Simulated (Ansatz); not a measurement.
`C[S][InH2]` + HCl → `[Cl][InH2]` + CH₃SH at 400 K and 1 bar (ligand exchange at the In–S bond).

Computed with Ansatz on PBE0-D4/def2-TZVP structures; ΔE is electronic, products minus reactants. CBS: MP2 limit from def2 TZ/QZ plus the TZ coupled-cluster correction, frozen cores. This one scheme is used for every species. def2 core potentials past Kr. For In outer-core shells are correlated without core-valence functions, which leaves a few kJ/mol of doubt a bond.

```csv
species,CCSD(T)/CBS energy (Eh),H − E (kJ/mol),S (J/(mol·K))
`C[S][InH2]`,-628.65181,161.3,364.8
HCl,-460.38127,29.6,195.4
`[Cl][InH2]`,-650.81839,52.3,293.2
CH₃SH,-438.22835,138.7,269.4
```

H − E and S are ideal-gas, rigid-rotor, harmonic terms from PBE0-D4/def2-TZVP. 1 Eh = 2625.50 kJ/mol, R = 8.31446 J/(mol·K).

Question: By hand: ΔE, ΔH, ΔS and ΔG.

Answer: ΔE = (-650.81839) + (-438.22835) − (-628.65181) − (-460.38127) = -0.01366 Eh = -35.9 kJ/mol. Δ(H − E) = 52.3 + 138.7 − 161.3 − 29.6 = 0.1, so ΔH = -35.8 kJ/mol. ΔS = 293.2 + 269.4 − 364.8 − 195.4 = 2.4 J/(mol·K). ΔG = -35.8 − 400 × (2.4)/1000 = -36.8 kJ/mol.

Question: By hand: the equilibrium constant, and the temperature at which ΔG would vanish if ΔH and ΔS stayed fixed.

Answer: log₁₀ K = −ΔG/(RT ln 10) = 4.8. ΔH and −TΔS have one sign here, so there is no such temperature.

The number of gas molecules stays the same, so ΔS is small and ΔH decides. A doubt of 5 kJ/mol in ΔE shifts log₁₀ K by 0.7 here. Modes under 60 cm⁻¹, often nearly free rotors, make the harmonic entropy too high. These are equilibria of isolated gas molecules and say nothing of rates. Largest T1 diagnostic: 0.014 (customary marks: 0.02 for closed shells, 0.045 for open ones).

ΔS is within the doubt of such terms, so its sign, and with it that verdict, could turn.
